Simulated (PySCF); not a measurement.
Compound: C6H14N2Si2.
Atom-mapped SMILES: `[N:1]#[C:2][C@@H:3]1[CH2:4][CH2:5][N:6]([SiH2:7][CH2:8][SiH3:9])[CH2:10]1` (hydrogens: H11 on C3; H12, H13 on C4; H14, H15 on C5; H16, H17 on Si7; H18, H19 on C8; H20, H21, H22 on Si9; H23, H24 on C10)

Geometry (PBE0-D3(BJ)/def2-SVP, Å), atoms numbered from 1 in this order:
```
atom  x, y, z in Å
N1    -3.497    2.200   -0.555
C2    -3.108    1.144   -0.827
C3    -2.608   -0.189   -1.155
C4    -2.598   -1.110    0.076
C5    -1.283   -0.764    0.793
N6    -0.480   -0.072   -0.206
Si7    0.989    0.784    0.154
C8     2.531   -0.293    0.177
Si9    4.138    0.599    0.577
C10   -1.110   -0.147   -1.500
H11   -3.219   -0.595   -1.976
H12   -2.587   -2.153   -0.277
H13   -3.483   -0.983    0.715
H14   -1.458   -0.112    1.667
H15   -0.804   -1.686    1.172
H16    1.146    1.830   -0.902
H17    0.828    1.402    1.508
H18    2.387   -1.104    0.913
H19    2.638   -0.773   -0.812
H20    4.407    1.666   -0.437
H21    5.294   -0.351    0.578
H22    4.060    1.245    1.924
H23   -0.862   -1.071   -2.064
H24   -0.839    0.711   -2.135
```

The closed-shell ground state was solved at several levels (PySCF, density fitting, gas phase, non-relativistic).

```json
{"level": "wB97X-D/pcSseg-1", "basis functions": "254", "total energy (Eh)": "-925.3696", "HOMO (eV)": "-8.45", "LUMO (eV)": "2.14", "gap (eV)": "10.59", "dipole (D)": "4.79"}
{"level": "PBE0/pcSseg-1", "basis functions": "254", "total energy (Eh)": "-924.8344", "HOMO (eV)": "-6.60", "LUMO (eV)": "0.35", "gap (eV)": "6.95", "dipole (D)": "4.75"}
```

Task: Estimate the row for wB97X-D/def2-SVPD, a basis of 320 functions; the other rows only guide the guess.

Result: Total energy -925.0173 Eh, HOMO -8.45 eV, LUMO 1.72 eV, gap 10.17 eV, dipole 4.88 D.

Task: Over all these levels, which gives the widest orbital gap and which the narrowest?

Result: wB97X-D/pcSseg-1 (range-separated hybrid) has the widest, 10.59 eV, and PBE0/pcSseg-1 (global hybrid, 25 % exact exchange) the narrowest, 6.95 eV. The two share the basis. From the narrowest to the widest the HOMO moves by -1.85 eV and the LUMO by +1.79 eV.

Task: How far do the dipole and the HOMO energy spread over the levels?

Result: The dipole runs from 4.75 to 4.88 D (mean 4.80 D) and the HOMO from -8.45 to -6.60 eV.

One conformer stands for the species.

Note: wB97X-D ran without an empirical dispersion term, which enters the total energy and its gradient alone.
